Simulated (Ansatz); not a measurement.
Ansatz (a first-principles code) input (B3LYP-D3(BJ)/def2-TZVP):

Ansatz 0.2 input:
```yaml
crystal:
  periodic: [false, false, false]
  atoms:
    - {symbol: Si, position_ang: [-0.31035804, -0.44331413, -0.21031723]}
    - {symbol: F, position_ang: [0.21398315, -1.06873940, -1.58549829]}
    - {symbol: F, position_ang: [-0.89407917, -1.67377639, 0.60543319]}
    - {symbol: N, position_ang: [-1.42994658, 0.80036370, -0.26091799]}
    - {symbol: N, position_ang: [1.13846310, 0.01541620, 0.62552820]}
    - {symbol: H, position_ang: [-1.49926376, 1.49587385, -0.98346541]}
    - {symbol: H, position_ang: [1.08370911, 0.21397120, 1.61002247]}
    - {symbol: H, position_ang: [1.81728339, 0.60138517, 0.16916136]}
basis:
  gaussian:
    orbitals: def2-TZVP
hamiltonian:
  xc: b3lyp
  dispersion: d3bj
magnetization: {spin_polarized: true, initial_magnetization: 1}
relax: {f_tol: 0.002, max_steps: 150}
```

Output:

```
Functional definition: B3LYP
integrals: 0.09 GiB planned
1015 factors; their error is unknown
mean field: 1.09 GiB planned
mean field evaluation 1: about -16337.5179 eV, gradient 5.7e1 eV
mean field evaluation 2: about -16327.1089 eV, gradient 7.6e1 eV
mean field evaluation 4: about -16348.1512 eV, gradient 6.0e0 eV
mean field evaluation 8: about -16348.3124 eV, gradient 2.1e-1 eV
mean field evaluation 16: about -16348.3542 eV, gradient 4.1e-3 eV
mean field -16348.35419570 eV, -600.7909353795 hartree, gradient 3.8e-5 eV, S^2 0.755370; 2 other end points of the search recorded, 0 dependent functions left out
the calculation of the forces begins
reference -16348.35442267 eV, -600.7909437205 hartree; 25, 24 occupied and 154, 155 virtual orbitals, 1015 factors
relax step   1: F+E_penalty+E_count = -16348.60847551 eV  Δ(F+E_penalty+E_count) = +0.000e0 eV  max|allowed force component| = 1.739e0 eV/Å  Δτ_max = 0.0000 Å  (53 SCF iters, accepted)
these checks for a lower state are left out or cut short: starts, cluster_reference, orbital_swaps, neighbouring_geometries, increment
integrals: 0.09 GiB planned
1015 factors; their error is unknown
mean field: 1.09 GiB planned
mean field evaluation 32: about -16348.4018 eV, gradient 1.8e-4 eV
mean field -16348.40175915 eV, -600.7926833040 hartree, gradient 1.3e-5 eV, S^2 0.755001; 0 other end points of the search recorded, 0 dependent functions left out
the calculation of the forces begins
reference -16348.40198630 eV, -600.7926916515 hartree; 25, 24 occupied and 154, 155 virtual orbitals, 1015 factors
relax step   2: F+E_penalty+E_count = -16348.65644096 eV  Δ(F+E_penalty+E_count) = -4.797e-2 eV  max|allowed force component| = 1.197e0 eV/Å  Δτ_max = 0.0266 Å  (43 SCF iters, accepted)
these checks for a lower state are left out or cut short: starts, cluster_reference, orbital_swaps, neighbouring_geometries, increment
integrals: 0.09 GiB planned
1015 factors; their error is unknown
mean field: 1.09 GiB planned
mean field -16348.44455108 eV, -600.7942558785 hartree, gradient 5.3e-5 eV, S^2 0.754273; 0 other end points of the search recorded, 0 dependent functions left out
the calculation of the forces begins
reference -16348.44477737 eV, -600.7942641946 hartree; 25, 24 occupied and 154, 155 virtual orbitals, 1015 factors
relax step   3: F+E_penalty+E_count = -16348.69977521 eV  Δ(F+E_penalty+E_count) = -4.333e-2 eV  max|allowed force component| = 2.452e-1 eV/Å  Δτ_max = 0.0542 Å  (43 SCF iters, accepted)
these checks for a lower state are left out or cut short: starts, cluster_reference, orbital_swaps, neighbouring_geometries, increment
integrals: 0.09 GiB planned
1015 factors; their error is unknown
mean field: 1.09 GiB planned
mean field -16348.45265824 eV, -600.7945538113 hartree, gradient 4.5e-5 eV, S^2 0.754185; 0 other end points of the search recorded, 0 dependent functions left out
the calculation of the forces begins
reference -16348.45288346 eV, -600.7945620880 hartree; 25, 24 occupied and 154, 155 virtual orbitals, 1015 factors
relax step   4: F+E_penalty+E_count = -16348.70737662 eV  Δ(F+E_penalty+E_count) = -7.601e-3 eV  max|allowed force component| = 3.722e-1 eV/Å  Δτ_max = 0.1401 Å  (40 SCF iters, accepted)
these checks for a lower state are left out or cut short: starts, cluster_reference, orbital_swaps, neighbouring_geometries, increment
integrals: 0.09 GiB planned
1015 factors; their error is unknown
mean field: 1.09 GiB planned
mean field -16348.45479797 eV, -600.7946324447 hartree, gradient 1.8e-5 eV, S^2 0.754183; 0 other end points of the search recorded, 0 dependent functions left out
the calculation of the forces begins
reference -16348.45502314 eV, -600.7946407194 hartree; 25, 24 occupied and 154, 155 virtual orbitals, 1015 factors
relax step   5: F+E_penalty+E_count = -16348.70959971 eV  Δ(F+E_penalty+E_count) = -2.223e-3 eV  max|allowed force component| = 3.400e-1 eV/Å  Δτ_max = 0.0174 Å  (43 SCF iters, accepted)
these checks for a lower state are left out or cut short: starts, cluster_reference, orbital_swaps, neighbouring_geometries, increment
integrals: 0.09 GiB planned
1015 factors; their error is unknown
mean field: 1.09 GiB planned
[...]
1015 factors; their error is unknown
mean field: 1.09 GiB planned
mean field -16348.46533798 eV, -600.7950197830 hartree, gradient 5.6e-5 eV, S^2 0.753807; 0 other end points of the search recorded, 0 dependent functions left out
the calculation of the forces begins
reference -16348.46556401 eV, -600.7950280893 hartree; 25, 24 occupied and 154, 155 virtual orbitals, 1015 factors
relax step  13: F+E_penalty+E_count = -16348.71904878 eV  Δ(F+E_penalty+E_count) = +4.594e-3 eV  max|allowed force component| = 7.369e-1 eV/Å  Δτ_max = 0.1265 Å  (41 SCF iters, rejected (line search))
these checks for a lower state are left out or cut short: starts, cluster_reference, orbital_swaps, neighbouring_geometries, increment
integrals: 0.09 GiB planned
1015 factors; their error is unknown
mean field: 1.09 GiB planned
mean field -16348.47120492 eV, -600.7952353891 hartree, gradient 4.5e-5 eV, S^2 0.753872; 0 other end points of the search recorded, 0 dependent functions left out
the calculation of the forces begins
reference -16348.47143005 eV, -600.7952436624 hartree; 25, 24 occupied and 154, 155 virtual orbitals, 1015 factors
relax step  14: F+E_penalty+E_count = -16348.72518546 eV  Δ(F+E_penalty+E_count) = -1.543e-3 eV  max|allowed force component| = 7.805e-2 eV/Å  Δτ_max = 0.0632 Å  (40 SCF iters, accepted)
these checks for a lower state are left out or cut short: starts, cluster_reference, orbital_swaps, neighbouring_geometries, increment
integrals: 0.09 GiB planned
1015 factors; their error is unknown
mean field: 1.09 GiB planned
mean field evaluation 128: about -16348.4725 eV, gradient 1.7e-5 eV
mean field -16348.47250890 eV, -600.7952833095 hartree, gradient 1.7e-5 eV, S^2 0.753812; 0 other end points of the search recorded, 0 dependent functions left out
the calculation of the forces begins
reference -16348.47273408 eV, -600.7952915845 hartree; 25, 24 occupied and 154, 155 virtual orbitals, 1015 factors
relax step  15: F+E_penalty+E_count = -16348.72643246 eV  Δ(F+E_penalty+E_count) = -1.247e-3 eV  max|allowed force component| = 1.652e-1 eV/Å  Δτ_max = 0.0527 Å  (41 SCF iters, accepted)
these checks for a lower state are left out or cut short: starts, cluster_reference, orbital_swaps, neighbouring_geometries, increment
integrals: 0.09 GiB planned
1015 factors; their error is unknown
mean field: 1.09 GiB planned
mean field -16348.47442904 eV, -600.7953538732 hartree, gradient 4.5e-5 eV, S^2 0.753684; 0 other end points of the search recorded, 0 dependent functions left out
the calculation of the forces begins
reference -16348.47465456 eV, -600.7953621611 hartree; 25, 24 occupied and 154, 155 virtual orbitals, 1015 factors
relax step  16: F+E_penalty+E_count = -16348.72836966 eV  Δ(F+E_penalty+E_count) = -1.937e-3 eV  max|allowed force component| = 4.873e-2 eV/Å  Δτ_max = 0.0965 Å  (40 SCF iters, accepted)
these checks for a lower state are left out or cut short: starts, cluster_reference, orbital_swaps, neighbouring_geometries, increment
integrals: 0.09 GiB planned
1015 factors; their error is unknown
mean field: 1.09 GiB planned
mean field -16348.47510348 eV, -600.7953786586 hartree, gradient 1.7e-5 eV, S^2 0.753667; 0 other end points of the search recorded, 0 dependent functions left out
the calculation of the forces begins
reference -16348.47532919 eV, -600.7953869530 hartree; 25, 24 occupied and 154, 155 virtual orbitals, 1015 factors
relax step  17: F+E_penalty+E_count = -16348.72891212 eV  Δ(F+E_penalty+E_count) = -5.425e-4 eV  max|allowed force component| = 1.826e-2 eV/Å  Δτ_max = 0.0196 Å  (43 SCF iters, accepted)
these checks for a lower state are left out or cut short: starts, cluster_reference, orbital_swaps, neighbouring_geometries, increment
integrals: 0.09 GiB planned
1015 factors; their error is unknown
mean field: 1.09 GiB planned
mean field -16348.47414839 eV, -600.7953435597 hartree, gradient 3.8e-5 eV, S^2 0.753599; 0 other end points of the search recorded, 0 dependent functions left out
the calculation of the forces begins
reference -16348.47437460 eV, -600.7953518725 hartree; 25, 24 occupied and 154, 155 virtual orbitals, 1015 factors
relax step  18: F+E_penalty+E_count = -16348.72786954 eV  Δ(F+E_penalty+E_count) = +1.043e-3 eV  max|allowed force component| = 2.804e-1 eV/Å  Δτ_max = 0.0682 Å  (39 SCF iters, rejected (line search))
these checks for a lower state are left out or cut short: starts, cluster_reference, orbital_swaps, neighbouring_geometries, increment
integrals: 0.09 GiB planned
1015 factors; their error is unknown
mean field: 1.09 GiB planned
mean field -16348.47514891 eV, -600.7953803279 hartree, gradient 1.9e-5 eV, S^2 0.753620; 0 other end points of the search recorded, 0 dependent functions left out
the calculation of the forces begins
reference -16348.47537463 eV, -600.7953886232 hartree; 25, 24 occupied and 154, 155 virtual orbitals, 1015 factors
relax step  19: F+E_penalty+E_count = -16348.72898374 eV  Δ(F+E_penalty+E_count) = -7.162e-5 eV  max|allowed force component| = 8.724e-2 eV/Å  Δτ_max = 0.0322 Å  (42 SCF iters, accepted)
these checks for a lower state are left out or cut short: starts, cluster_reference, orbital_swaps, neighbouring_geometries, increment
integrals: 0.09 GiB planned
1015 factors; their error is unknown
mean field: 1.09 GiB planned
mean field evaluation 160: about -16348.4755 eV, gradient 7.4e-5 eV
mean field -16348.47548406 eV, -600.7953926446 hartree, gradient 2.1e-5 eV, S^2 0.753627; 0 other end points of the search recorded, 0 dependent functions left out
the calculation of the forces begins
reference -16348.47570991 eV, -600.7954009445 hartree; 25, 24 occupied and 154, 155 virtual orbitals, 1015 factors
relax step  20: F+E_penalty+E_count = -16348.72927858 eV  Δ(F+E_penalty+E_count) = -2.948e-4 eV  max|allowed force component| = 3.342e-2 eV/Å  Δτ_max = 0.0075 Å  (42 SCF iters, accepted)
these checks for a lower state are left out or cut short: starts, cluster_reference, orbital_swaps, neighbouring_geometries, increment
integrals: 0.09 GiB planned
1015 factors; their error is unknown
mean field: 1.09 GiB planned
mean field -16348.47544595 eV, -600.7953912441 hartree, gradient 1.5e-5 eV, S^2 0.753619; 0 other end points of the search recorded, 0 dependent functions left out
the calculation of the forces begins
reference -16348.47567178 eV, -600.7953995429 hartree; 25, 24 occupied and 154, 155 virtual orbitals, 1015 factors
relax step  21: F+E_penalty+E_count = -16348.72929749 eV  Δ(F+E_penalty+E_count) = -1.891e-5 eV  max|allowed force component| = 3.195e-2 eV/Å  Δτ_max = 0.0131 Å  (43 SCF iters, accepted)
these checks for a lower state are left out or cut short: starts, cluster_reference, orbital_swaps, neighbouring_geometries, increment
integrals: 0.09 GiB planned
1015 factors; their error is unknown
mean field: 1.09 GiB planned
mean field -16348.47557276 eV, -600.7953959042 hartree, gradient 1.4e-5 eV, S^2 0.753614; 0 other end points of the search recorded, 0 dependent functions left out
the calculation of the forces begins
reference -16348.47579863 eV, -600.7954042049 hartree; 25, 24 occupied and 154, 155 virtual orbitals, 1015 factors
relax step  22: F+E_penalty+E_count = -16348.72937162 eV  Δ(F+E_penalty+E_count) = -7.413e-5 eV  max|allowed force component| = 1.026e-2 eV/Å  Δτ_max = 0.0077 Å  (43 SCF iters, accepted)
these checks for a lower state are left out or cut short: starts, cluster_reference, orbital_swaps, neighbouring_geometries, increment
integrals: 0.09 GiB planned
1015 factors; their error is unknown
mean field: 1.09 GiB planned
mean field -16348.47557528 eV, -600.7953959968 hartree, gradient 1.3e-5 eV, S^2 0.753609; 0 other end points of the search recorded, 0 dependent functions left out
the calculation of the forces begins
reference -16348.47580115 eV, -600.7954042975 hartree; 25, 24 occupied and 154, 155 virtual orbitals, 1015 factors
relax step  23: F+E_penalty+E_count = -16348.72938289 eV  Δ(F+E_penalty+E_count) = -1.127e-5 eV  max|allowed force component| = 6.798e-3 eV/Å  Δτ_max = 0.0043 Å  (34 SCF iters, accepted)
these checks for a lower state are left out or cut short: starts, cluster_reference, orbital_swaps, neighbouring_geometries, increment
integrals: 0.09 GiB planned
1015 factors; their error is unknown
mean field: 1.09 GiB planned
mean field -16348.47558800 eV, -600.7953964641 hartree, gradient 2.3e-5 eV, S^2 0.753605; 0 other end points of the search recorded, 0 dependent functions left out
the calculation of the forces begins
reference -16348.47581387 eV, -600.7954047650 hartree; 25, 24 occupied and 154, 155 virtual orbitals, 1015 factors
relax step  24: F+E_penalty+E_count = -16348.72938602 eV  Δ(F+E_penalty+E_count) = -3.132e-6 eV  max|allowed force component| = 1.732e-3 eV/Å  Δτ_max = 0.0038 Å  (33 SCF iters, accepted)
integrals: 0.09 GiB planned
1015 factors; their error is unknown
mean field: 1.09 GiB planned
mean field evaluation 192: about -16337.4216 eV, gradient 5.8e1 eV
mean field -16348.47558800 eV, -600.7953964641 hartree, gradient 2.2e-5 eV, S^2 0.753605; 3 other end points of the search recorded, 0 dependent functions left out
the calculation of the forces begins
reference -16348.47581387 eV, -600.7954047650 hartree; 25, 24 occupied and 154, 155 virtual orbitals, 1015 factors
Total energy: -16348.72961190 eV, -600.8047316704 hartree
Atom 0 at    -0.230049    -0.374467    -0.200578 Å, force    -0.000886     0.000801     0.001732 eV/Å
Atom 1 at     0.260292    -0.806837    -1.654927 Å, force     0.000831    -0.000101    -0.001142 eV/Å
Atom 2 at    -0.934646    -1.670835     0.396531 Å, force    -0.000035     0.000303     0.000020 eV/Å
Atom 3 at    -1.409145     0.879095    -0.111981 Å, force     0.000686    -0.000447     0.000131 eV/Å
Atom 4 at     1.130996     0.148211     0.640023 Å, force    -0.000895     0.000182    -0.000077 eV/Å
Atom 5 at    -1.843065     1.197671    -0.977747 Å, force     0.000266    -0.000322     0.000153 eV/Å
Atom 6 at     1.074660     0.661817     1.502841 Å, force    -0.000476    -0.000076    -0.000316 eV/Å
Atom 7 at     2.070747    -0.093475     0.375784 Å, force     0.000509    -0.000341    -0.000501 eV/Å
Dipole moment:     0.303636     0.302370     0.040676 e Å
```

It need not be the lowest isomer of its formula.
